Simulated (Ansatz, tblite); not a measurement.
Forces on CoCl2(H2O)2 (CoCl₂O₂H₄) at its B3LYP-D4/def2-SVP geometry. Total charge 0; doublet.

The xTB rows come from tblite. At HF/def2-TZVP, PBE-D4/def2-TZVP the charge 0 doublet is spin-contaminated (final ⟨S²⟩ up to 1.55, 0.75 for a pure state). The order of the spin states hangs on the level: the quartet lies 0.95 eV below the doublet at PBE0-D4/def2-TZVP, but 1.03 eV above it at GFN2-xTB.

GFN2-xTB (tblite), largest force 1.06 eV/Å:

```xyz
9
positions Å, forces eV/Å
Co    0.260    0.101    0.585    0.432    0.160    0.939
Cl    0.563   -1.406    2.179   -0.101    0.802   -0.679
Cl    1.037    2.015    1.381   -0.334   -0.964   -0.272
O     0.340    1.071   -1.205   -0.236    0.413    0.183
H     0.762    1.871   -0.807   -0.025   -0.279   -0.193
H    -0.523    1.368   -1.535    0.204   -0.144    0.043
O    -0.975   -1.314   -0.207    0.345   -0.371    0.059
H    -0.867   -1.914    0.571   -0.161    0.209   -0.215
H    -0.595   -1.793   -0.961   -0.125    0.174    0.135
```

HF/def2-TZVP (Ansatz), largest force 1.98 eV/Å:

```
Co -0.028 0.019 -0.058
Cl 0.282 -0.765 0.857
Cl 0.343 0.990 0.536
O -0.739 1.810 -0.291
H -0.541 -1.153 -0.779
H 1.198 -0.448 0.245
O 0.523 -1.901 -0.213
H -0.348 0.812 -1.197
H -0.690 0.636 0.901
```

PBE-D4/def2-TZVP (Ansatz), largest force 0.49 eV/Å:

```
Co 0.108 0.038 0.233
Cl -0.059 0.394 -0.292
Cl -0.126 -0.461 -0.113
O 0.164 -0.279 -0.008
H 0.152 0.236 0.147
H -0.290 0.036 -0.043
O -0.153 0.282 0.038
H 0.035 -0.165 0.267
H 0.168 -0.082 -0.229
```
